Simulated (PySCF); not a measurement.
C2H8Si.

```xyz
11

Si     0.1218     1.1501     0.0000
C     -0.6634    -0.5655     0.0000
C      0.3430    -1.7128     0.0000
H     -0.9291     2.2151     0.0000
H      0.9827     1.3328    -1.2113
H      0.9827     1.3328     1.2113
H     -1.3267    -0.6302     0.8800
H     -1.3267    -0.6302    -0.8800
H      0.9963    -1.6791    -0.8865
H      0.9963    -1.6791     0.8865
H     -0.1581    -2.6937     0.0000
```

Geometry optimised at PBE0-D3(BJ)/def2-SVP.

Computed with B3LYP/pcSseg-1 run with PySCF. Non-relativistic, no solvent.

Q: Give the absolute GIAO shielding of each atom: isotropic value and principal components (ppm). (The exact figures need the calculation; the answer reports its results.)

A: 
```json
[
 {"atom": "Si1", "σ(iso)": "400.7", "σ11": "370.0", "σ22": "373.5", "σ33": "458.5", "span": "88.4"},
 {"atom": "C2", "σ(iso)": "175.3", "σ11": "165.6", "σ22": "176.0", "σ33": "184.4", "span": "18.7"},
 {"atom": "C3", "σ(iso)": "166.8", "σ11": "159.5", "σ22": "159.6", "σ33": "181.4", "span": "21.9"},
 {"atom": "H4", "σ(iso)": "27.5", "σ11": "24.5", "σ22": "25.4", "σ33": "32.7", "span": "8.2"},
 {"atom": "H5", "σ(iso)": "27.7", "σ11": "24.8", "σ22": "25.9", "σ33": "32.3", "span": "7.5"},
 {"atom": "H6", "σ(iso)": "27.7", "σ11": "24.8", "σ22": "25.9", "σ33": "32.3", "span": "7.5"},
 {"atom": "H7", "σ(iso)": "30.7", "σ11": "26.1", "σ22": "29.0", "σ33": "37.0", "span": "10.9"},
 {"atom": "H8", "σ(iso)": "30.7", "σ11": "26.1", "σ22": "29.0", "σ33": "37.0", "span": "10.9"},
 {"atom": "H9", "σ(iso)": "30.4", "σ11": "26.4", "σ22": "28.7", "σ33": "36.2", "span": "9.9"},
 {"atom": "H10", "σ(iso)": "30.4", "σ11": "26.4", "σ22": "28.7", "σ33": "36.2", "span": "9.9"},
 {"atom": "H11", "σ(iso)": "29.9", "σ11": "25.1", "σ22": "27.6", "σ33": "37.1", "span": "11.9"}
]
```
